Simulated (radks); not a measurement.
Results of a calculation; reference values are marked as such.
Charge is removed step by step from the 3d level of neutral manganese, starting from [Ar] 3d5 4s2. Level of theory: non-relativistic Kohn-Sham, r2SCAN, spin-unpolarised, spherical densities, point nucleus; meta-GGA in the generalised Kohn-Sham scheme (a radial shooting solver on a logarithmic mesh with Libxc functionals).

removed (e),E - E(0) (eV),eigenvalue (eV),E minus straight line (eV)
0,0.000,-7.022,0.000
0.125,0.970,-8.513,-0.719
0.25,2.131,-10.068,-1.247
0.375,3.490,-11.685,-1.576
0.5,5.054,-13.360,-1.701
0.625,6.832,-15.091,-1.612
0.75,8.829,-16.876,-1.303
0.875,11.053,-18.714,-0.768
1,13.510,-20.601,0.000

Removing the whole electron costs 13.510 eV by Delta-SCF, against 7.022 eV from minus the eigenvalue at the starting occupation. Slater's transition state (half an electron removed) gives 13.360 eV. Integrating minus the eigenvalue over the occupation (Janak's theorem) gives 13.510 eV. The mean slope of the eigenvalue, de/dn, is 13.6 eV per electron.
